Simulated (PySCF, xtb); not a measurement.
Sn(Cl)3(Et) (C2H5Cl3Sn), SMILES [Cl][Sn]([CH2]C)([Cl])[Cl]. One conformer was computed; it need not be the lowest.

Harmonic wavenumbers (cm⁻¹) from GFN2-xTB run with xtb at its own minimum, in rising order: 17, 57, 77, 93, 94, 99, 210, 222, 272, 307, 308, 396, 685, 908, 962, 1073, 1126, 1198, 1389, 1419, 1467, 1473, 2979, 3001, 3011, 3029, 3032.

Q: What does PySCF with B3LYP-D3(BJ)/def2-SVP give at its own minimum? (An estimate is asked for; the answer gives what the named calculation found.)

A: 22, 69, 96, 108, 114, 122, 248, 252, 351, 377, 381, 504, 696, 956, 965, 1046, 1198, 1236, 1399, 1435, 1471, 1477, 3030, 3070, 3108, 3120, 3140. Paired by order, the mean absolute difference is 42 cm⁻¹ and the zero-point energies are 41.3 and 42.9 kcal/mol.
